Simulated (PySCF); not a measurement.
The scaffold HS-X carries different groups X. Gas-phase values, no solvent. One relaxed conformer stands for each flexible species; it need not be the lowest. Strings in code marks are SMILES.

The T1 excitation (TDA) from two functionals at the same geometries (B3LYP-D3(BJ)/def2-TZVP), both in PySCF: PBE-D3(BJ)/def2-TZVP and B3LYP-D3(BJ)/def2-TZVP. B3LYP has the VWN-RPA correlation part, as in Gaussian. Excitations are Tamm–Dancoff values on a coarser integration grid. The basis has no diffuse functions, so Rydberg states are missing or too high.

```
species                                                             PBE-D3(BJ)/def2-TZVP (eV)  B3LYP-D3(BJ)/def2-TZVP (eV)
------------------------------------------------------------------  -------------------------  ---------------------------
X = cyano                                                                                4.73                         4.87
X = silyl                                                                                5.27                         5.50
X = boryl                                                                                4.37                         4.64
X = acetoxy (`CC(=O)OS` (O–C–O–S torsion -1°, C–O–S–H torsion 1°))                       3.08                         3.16
X = fluoromethyl                                                                         5.22                         5.30
X = trifluorosilyl (`F[Si](F)(F)S`)                                                      5.76                         5.84
```

Over these rows, drawn at random from the members with no instability flagged (it was tested for open shells, ions and some series alone), PBE minus B3LYP-D3(BJ): mean -0.15 eV, from -0.27 eV to -0.08 eV.
